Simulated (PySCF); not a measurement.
CH₂O₃, SMILES OC(O)=O. Geometry optimised at B3LYP-D3(BJ)/def2-SVP. The values are those of a single conformer.

PySCF with TDA-ωB97X/def2-SVPD puts the lowest singlet excitations at 7.14, 8.28, 8.82, 9.19, 9.40, 9.96 eV.

Question: What are the lowest excitation roots from ADC(2)/aug-cc-pVDZ (PySCF)? (An estimate is asked for; the answer gives what the named calculation found.)

Answer: 6.94, 7.00, 7.85, 7.88, 8.43, 8.78 eV. S1 differs by -0.20 eV (second minus first; roots are paired by order, and the bases may differ).
